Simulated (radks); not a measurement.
Results of a calculation; reference values are marked as such.
All-electron atom: Pt+ in [Xe] 4f14 5d8 6p1 (not the ground configuration). Level of theory: Dirac Kohn-Sham, LDA (Slater exchange, Perdew-Wang correlation), spin-unpolarised, spherical densities, point nucleus; open shells are shared between the two j in proportion to 2j + 1 (a radial shooting solver on a logarithmic mesh with Libxc functionals).

Spin-orbit splittings of the eigenvalues, e(l+1/2) - e(l-1/2), with zeta = 2 splitting/(2l+1) and mean radii in bohr:

shell  occ.  splitting (eV)  zeta (eV)  <r> j=l-1/2  <r> j=l+1/2
2p        6            1727       1152      0.05908      0.06751
3p        6           379.6      253.1       0.1769       0.1924
3d       10           81.88      32.75       0.1677       0.1724
4p        6               ?          ?       0.4180       0.4522
4d       10           16.86      6.743       0.4619       0.4732
4f       14           3.459     0.9882       0.5124       0.5198
5p        6           15.21      10.14        1.030        1.129
5d        8           1.488     0.5952        1.548        1.609
6p        1           1.198     0.7984        3.217        3.545

Estimate the 4p splitting.

Answer. 90.66 eV (zeta = 60.44 eV).
